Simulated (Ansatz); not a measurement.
Program: Ansatz. Geometries: PBE0-D4/def2-TZVP. ΔE: electronic, gas phase. CCSD(T)/CBS is the MP2 limit (def2-TZVPP, def2-QZVPP) plus CCSD(T) − MP2 in def2-TZVPP, frozen cores. DFT in def2-TZVPP. B3LYP here is the variant with VWN-RPA as its local correlation; programs differ in this. HSE06 is defined as in plane-wave codes. For Ga outer-core shells are correlated without core-valence functions, which leaves a few kJ/mol of doubt a bond. Scalar relativity is left out up to krypton. One conformer a species, not always the lowest.

Reaction (substitution at a C–S bond): `CB[SiH2]SC` + `N[SiH2][GaH2]` → `CN[SiH2][GaH2]` + `CB[SiH2]S`

```csv
level,ΔE (kcal/mol),difference from CCSD(T)/CBS
LDA (SPW92),5.0,-1.3
PBE-D4,6.2,-0.1
revPBE-D4,6.2,-0.1
BLYP-D4,5.8,-0.5
r2SCAN-D4,6.4,0.1
B97M-V,6.3,0.0
PBE0-D4,6.0,-0.3
B3LYP-D4,5.7,-0.6
r2SCANh-D4,6.3,0.0
r2SCAN0-D4,6.2,-0.1
HSE06-D4,6.1,-0.2
BHLYP-D4,5.5,-0.8
CAM-B3LYP-D4,5.2,-1.1
ωB97M-V,6.1,-0.2
B2PLYP,5.9,-0.4
PBE-QIDH,6.1,-0.2
PBE,6.1,-0.2
revPBE,6.3,0.0
BLYP,5.6,-0.7
r2SCAN,6.4,0.1
PBE0,6.0,-0.3
B3LYP,5.5,-0.8
r2SCAN0,6.2,-0.1
HSE06,6.0,-0.3
BHLYP,5.2,-1.1
CAM-B3LYP,5.1,-1.2
LC-ωPBE,5.7,-0.6
RPA@PBE/def2-TZVPP,4.7,-1.6
CCSD(T)/def2-SVP,1.8,-4.5
HF/def2-TZVPP,4.7,-1.6
MP2/def2-TZVPP,6.4,0.1
SCS-MP2/def2-TZVPP,5.8,-0.5
CCSD/def2-TZVPP,5.1,-1.2
CCSD(T)/def2-TZVPP,5.5,-0.8
HF/def2-QZVPP,4.7,-1.6
MP2/def2-QZVPP,6.9,0.6
SCS-MP2/def2-QZVPP,6.3,0.0
HF/CBS(def2),4.7,-1.6
MP2/CBS(def2),7.3,1.0
CCSD/CBS(def2),6.0,-0.3
CCSD(T)/CBS,6.3,0
```

**Question.** What do rigid-rotor, harmonic-oscillator terms from PBE0-D4/def2-TZVP frequencies (298.15 K, 1 bar) make of the CCSD(T)/CBS value? (Estimate.)

**Answer.** The calculation gave: ΔZPE = -0.8 kcal/mol, ΔH = +5.4 kcal/mol, ΔS = -4 J/(mol·K), ΔG = +5.7 kcal/mol. Modes under 50 cm⁻¹ make the entropy rough.

Largest T1 diagnostic among the species: 0.012.

In def2-TZVPP, CCSD(T) changes the Hartree–Fock value by +0.8 kcal/mol (the triples alone add +0.3 kcal/mol) and MP2 by +1.7 kcal/mol. At CCSD(T), def2-SVP lies −4.5 kcal/mol from the extrapolated value and def2-TZVPP −0.8 kcal/mol. Leaving LDA and LC-ωPBE aside and taking each functional with its dispersion term where it has one, the values spread over 1.3 kcal/mol, from CAM-B3LYP-D4 to r2SCAN-D4. LDA lies −1.1 kcal/mol from PBE without D4.
